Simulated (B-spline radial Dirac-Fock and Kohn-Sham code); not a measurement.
**Anomalous scattering factors of Er, 12 keV to 41.15 keV**

Calculated with a B-spline atomic structure program, using the dispersion relation over Dirac-Hartree-Slater subshell photoionisation cross sections, with the Kissel-Pratt high-energy constant (isolated atom, no bound-bound lines or fine structure). The forward scattering factor is f₀ + f′ + i f″.

Edges near this range: L1 9751.0 eV, L2 9264.0 eV.

| hν (eV) | λ (Å) | f′ (e) | f″ (e) | tabulated f′ | tabulated f″ |
| --- | --- | --- | --- | --- | --- |
| 12000 | 1.033 | -1.766 | 9.258 | -1.80 | 9.06 |
| 13460 | 0.9211 | -0.884 | 7.698 | -0.91 | 7.51 |
| 13580 | 0.9130 | -0.837 | 7.588 | -0.86 | 7.40 |
| 15000 | 0.8266 | -0.451 | 6.451 | -0.49 | 6.29 |
| 17479.3 | 0.7093 | -0.204 | 5.008 | -0.23 | 4.89 |
| 19180 | 0.6464 | -0.179 | 4.287 | -0.21 | 4.18 |
| 19560 | 0.6339 | -0.181 | 4.147 | -0.21 | 4.05 |
| 20770 | 0.5969 | -0.204 | 3.746 | -0.23 | 3.66 |
| 22162.9 | 0.5594 | ? | ? | ? | ? |
| 23810 | 0.5207 | -0.316 | 2.967 | -0.34 | 2.91 |
| 24209.8 | 0.5121 | -0.334 | 2.883 | -0.36 | 2.83 |
| 24550 | 0.5050 | -0.349 | 2.814 | -0.37 | 2.76 |
| 27710 | 0.4474 | -0.502 | 2.282 | -0.53 | 2.25 |
| 30000 | 0.4133 | -0.617 | 1.988 | -0.64 | 1.95 |
| 34090 | 0.3637 | -0.820 | 1.588 | -0.84 | 1.56 |
| 40000 | 0.3100 | -1.118 | 1.197 | -1.14 | 1.17 |
| 41150 | 0.3013 | -1.180 | 1.139 | -1.20 | 1.12 |

Question: What are f′ and f″ at Ag Kα (22162.9 eV)?

Answer: f′ = -0.248 and f″ = 3.354 electrons (tables: -0.27 and 3.28). By the optical theorem f″ corresponds to a photoabsorption cross section 2 rₑ λ f″ = 10600 b.

Tabulated f′: xraylib 4.2 anomalous scattering factors (Cullen et al., EPDL97); f″: Chantler's tables (J. Phys. Chem. Ref. Data 1995 and 2000). Both are theoretical tables.
